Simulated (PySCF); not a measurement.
Se(F)(OSiH3) (FH3OSeSi), SMILES F[Se]O[SiH3].

The structure is a stationary point at PBE-D3(BJ)/def2-SVP. The geometry has at least one imaginary mode, so it is a saddle point at that level. Other conformers were not sampled.

Two levels are set side by side: TDA-PBE/def2-SVPD (PySCF) and TDA-ωB97X/def2-SVPD (PySCF). Vertical, same geometry. The lowest singlet is HOMO→LUMO 98 % with PBE and HOMO→LUMO 96 % with the other functional; states are paired by order. Differences are taken from unrounded values.

| quantity | TDA-ωB97X | TDA-PBE | TDA-PBE minus TDA-ωB97X |
|---|---|---|---|
| lowest singlet excitation (eV) | 3.11 | 2.89 | -0.22 |
| lowest triplet excitation (TDA) (eV) | 2.27 | 2.08 | -0.19 |

Functionals without exact exchange tend to place singlet excitations lower, as here. Differences between two approximate levels are no errors against the true value.

Rough cost on one machine, each run with all the roots and properties that it gave: TDA-ωB97X against TDA-PBE about 5 times.
